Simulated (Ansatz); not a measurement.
Reactions of C₄H₁₁ClFGaSi (`C[Si](C)(C)[CH2][Ga]([F])[Cl]`).

Program: Ansatz. Geometries: PBE0-D4/def2-TZVP. ΔE: electronic, gas phase. CCSD(T)/CBS adds triple-zeta CCSD(T) − MP2 to the extrapolated MP2 energy (def2 sets, frozen cores). This one scheme is used for every species, atoms too. No spin–orbit coupling; open shells (•) take unrestricted orbitals. Spin–orbit coupling would lower the free atoms: a little for C, Cl, F, Si; clearly for Ga. Bonds to Ga are less sure, by a few kJ/mol each and by 10 to 20 or more in all where they break to atoms, as the def2 sets lack core-valence functions. Scalar relativity is left out up to krypton. One conformer a species, not always the lowest.

Order these by ΔE at CCSD(T)/CBS, lowest first. (Estimate.)
A. `C[Si](C)(C)[CH2][Ga]([F])[Cl]` → 4 C• + Cl• + F• + Ga• + 11 H• + Si•
B. `C[Si](C)(C)[CH2][Ga]([F])[Cl]` + `NBCl` → `[NH2][Ga]([F])[Cl]` + `C[Si](C)(C)CBCl`
C. `C[Si](C)(C)[CH2][Ga]([F])[Cl]` + `[SiH3]BCl` → `[F][Ga]([SiH3])[Cl]` + `C[Si](C)(C)CBCl`
D. `C[Si](C)(C)[CH2][Ga]([F])[Cl]` + `SBCl` → `[F][Ga]([SH])[Cl]` + `C[Si](C)(C)CBCl`

C (-57.2 kJ/mol), D (-8.1 kJ/mol), B (+90.1 kJ/mol), A (+7144.8 kJ/mol).

Largest T1 diagnostic: 0.014, for `[SiH3]BCl`.
